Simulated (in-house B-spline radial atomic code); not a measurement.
Configurations of the phosphorus ion P²⁺, with energies counted from [Ne] 3s2 3p1. Method: scalar-relativistic (X2C) TPSS, spin-polarised, spherical fractional occupations, Fermi nucleus of rms radius 3.1889 fm. Calculated with an all-electron radial atomic-structure program (B-spline basis). Shells without spins written out take the highest spin.

Occupations are held fixed; configurations that lie above the ionisation limit could autoionise.

```json
{"configuration": "[Ne] 3s2 4f1", "E - E(ref) (eV)": "22.132", "highest orbital": "4f up", "its <r> (bohr)": "5.772"}
{"configuration": "[Ne] 3s1 3p1 4s1", "E - E(ref) (eV)": "22.484", "highest orbital": "4s up", "its <r> (bohr)": "3.972"}
{"configuration": "[Ne] 3s(0 up, 1 down) 3p(1 up, 0 down) 4s(0 up, 1 down)", "E - E(ref) (eV)": "24.669", "highest orbital": "4s down", "its <r> (bohr)": "4.001"}
{"configuration": "[Ne] 3s(0 up, 1 down) 3p(1 up, 0 down) 4p(1 up, 0 down)", "E - E(ref) (eV)": "27.39", "highest orbital": "4p up", "its <r> (bohr)": "4.534"}
{"configuration": "[He] 2s2 2p5 3s2 3p1 3d1", "E - E(ref) (eV)": "146.2", "highest orbital": "3d up", "its <r> (bohr)": "2.199"}
{"configuration": "[He] 2s2 2p5 3s2 3p1 4p1", "E - E(ref) (eV)": "152.48", "highest orbital": "4p up", "its <r> (bohr)": "4.328"}
{"configuration": "[He] 2s2 2p5 3s2 3p1 4d1", "E - E(ref) (eV)": "156.13", "highest orbital": "4d up", "its <r> (bohr)": "5.31"}
```

(1) Order these further configurations by energy, lowest first.
A. [He] 2s2 2p5 3s2 3p2
B. [Ne] 3s2 4d1
C. [He] 2s2 2p5 3s2 3p1 4f1
D. [He] 2s2 2p(2 up, 3 down) 3s2 3p(1 up, 0 down) 4f(0 up, 1 down)
E. [Ne] 3s(1 up, 0 down) 3p(2 up, 0 down)

(2) How far above the reference does [He] 2s2 2p5 3s2 3p1 4s1 lie?

(3) How far above the reference does [Ne] 3s1 3p1 4d1 lie?

## Answers

(1) E (6.6874 eV), B (20.61 eV), A (131.65 eV), C (158.21 eV), D (158.57 eV).

(2) 149.75 eV; its least bound orbital is 4s up with <r> = 3.837 bohr.

(3) 28.689 eV; its least bound orbital is 4d up with <r> = 5.569 bohr.
